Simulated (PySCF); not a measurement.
Bonds: Al1-P3 2.322 Å, Al1-P9 2.301 Å, P3-Al4 2.321 Å, Al4-P6 2.300 Å, P6-Al7 2.304 Å, Al7-P9 2.305 Å. Al1 carries H2; P3 carries H10; Al4 carries H5; P6 carries H11; Al7 carries H8; P9 carries H12.

PySCF 2.14 calculation with structure optimised with PBE0-D3(BJ)/def2-SVP and B3LYP/pcSseg-1 (pcSseg-2 on Al) with gauge-including orbitals; no relativistic terms, one conformer, in vacuum, equivalent nuclei averaged.

Chemical shifts δ = σref − σ; TMS for 1H (σ = 31.38 ppm); 27Al (σ = 571.15 ppm) against [Al(H2O)6]3+; 31P (σ = 297.42 ppm) vs H3PO4, all at this level.

| atoms | nucleus | count | δ (ppm) |
| --- | --- | --- | --- |
| H2/H5/H8 | 1H | 3 | ? |
| P3/P6/P9 | 31P | 3 | -174.5 |
| H10/H11/H12 | 1H | 3 | ? |
| Al1/Al4/Al7 | 27Al | 3 | 335.0 |

Task: Fill in the missing shifts.

Result: 
- H2/H5/H8: 5.93 ppm, hydrogen on an aluminium bonded to 2 P
- H10/H11/H12: 2.48 ppm, hydrogen on a phosphorus bonded to 2 Al

Hydrides on Al or Ga are broadened by the quadrupolar metal nucleus. The averaged Al atoms aren't alike in the static structure (σ from 228 to 252 ppm); the average presumes fast exchange among these sites. Experimental scales use liquid or dissolved standards, which lie at an offset from isolated H3PO4.
